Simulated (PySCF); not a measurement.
BaCl2, charge -1, multiplicity 2. Atoms are numbered in the order given.

```xyz
3

Ba     0.0000     0.0000     0.0000
Cl     0.0000     0.0000    -2.8788
Cl     0.0000     0.0000     2.8788
```
Charge -1, spin multiplicity 2.

The structure is a stationary point at PBE0-D3(BJ)/def2-SVPD. The geometry has at least one imaginary mode, so it is a saddle point at that level. The multiplicity is an assumed one; other spin states were not compared. The isomer is the one that the SMILES or the coordinates give; other isomers of the formula were not compared. The def2 effective core potentials stand for the cores of Ba; spin–orbit coupling is left out.

Computed with r2SCAN/def2-TZVPD in PySCF.

Mulliken values depend strongly on the basis, most of all with diffuse functions as here. ESP charges are fitted to the potential on shells at 1.4 to 2.0 van der Waals radii. Atomic charges (e):

| atom | Mulliken | ESP fit | Mulliken spin |
|---|---|---|---|
| Ba1 | 0.73 | … | 1.00 |
| Cl2 | -0.87 | … | 0.00 |
| Cl3 | -0.87 | … | 0.00 |

Problem. What belongs in the gaps? (An estimate is asked for; the answer gives what the named calculation found.)

Solution. 
- Ba1, ESP fit: 0.23
- Cl2, ESP fit: -0.62
- Cl3, ESP fit: -0.62
